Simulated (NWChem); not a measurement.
A convergence study on SnH3F (SMILES [F][SnH3])

SnH3F has 5 atoms, charge 0, and is taken as a singlet. As SMILES, `[F][SnH3]`. The coordinates come from a PBE0-D4/def2-TZVP relaxation.

```xyz
5

F    -1.2850    0.7183    1.0050
Sn    0.1004   -0.0659   -0.0790
H    -0.5284   -0.0548   -1.6591
H     0.3189   -1.6265    0.5606
H     1.4441    0.9552    0.1310
```

Program: NWChem 7.3.0. Method: BP86 (core potential). Swept: basis set. Watched: the dipole moment. Each run: energy and properties. Hardware: 1 thread of AMD EPYC 7B13 (Zen 3), shared host.

The last row is the best point of the sweep, not the limit.

Task: The candidates, from coarse to fine: def2-SVP; def2-SVPD; def2-TZVP; def2-TZVPD. Estimate which is the coarsest that holds the dipole moment within 0.1 D of the last.

Result: def2-SVPD: it is 0.0928 D off and takes 12 s, against 27 s for def2-TZVPD.

```tsv
basis set	basis functions	value (D)	from the best (D)	wall time
def2-SVP	55	2.4556	-0.1389	7.8 s
def2-SVPD	79	2.6872	+0.0928	12 s
def2-TZVP	99	2.5553	-0.0392	17 s
def2-TZVPD	123	2.5945	0.0000	27 s
```
